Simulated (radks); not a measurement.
Charge is removed step by step from the 4p3/2 level of the selenium ion Se+, starting from [Ar] 3d10 4s2 4p(1/2: 2, 3/2: 1). Calculated with a radial shooting solver on a logarithmic mesh with Libxc functionals: Dirac Kohn-Sham, PBE, spin-unpolarised, spherical densities, finite nucleus; Fermi nuclear charge, rms radius 4.14 fm.

removed (e)  E - E(0) (eV)  eigenvalue (eV)  E minus straight line (eV)
0                    0.000          -15.192                       0.000
0.1                  1.567          -16.146                      -0.444
0.2                  3.229          -17.110                      -0.793
0.3                  4.989          -18.086                      -1.044
0.4                  6.847          -19.072                      -1.197
0.5                  8.804          -20.068                      -1.251
0.6                 10.861          -21.075                      -1.205
0.7                 13.019          -22.091                      -1.058
0.8                 15.279          -23.116                      -0.809
0.9                 17.643          -24.151                      -0.456
1                   20.110          -25.195                       0.000

Removing the whole electron costs 20.110 eV by Delta-SCF, against 15.192 eV from minus the eigenvalue at the starting occupation. Slater's transition state (half an electron removed) gives 20.068 eV. Integrating minus the eigenvalue over the occupation (Janak's theorem) gives 20.110 eV. The mean slope of the eigenvalue, de/dn, is 10.0 eV per electron. Ionisation energy of Se+ in the NIST Atomic Spectra Database: 21.20 eV (measured).

Beside tabulated values, note that spin-unpolarised runs miss the spin-polarisation part of the exchange energy of open shells.
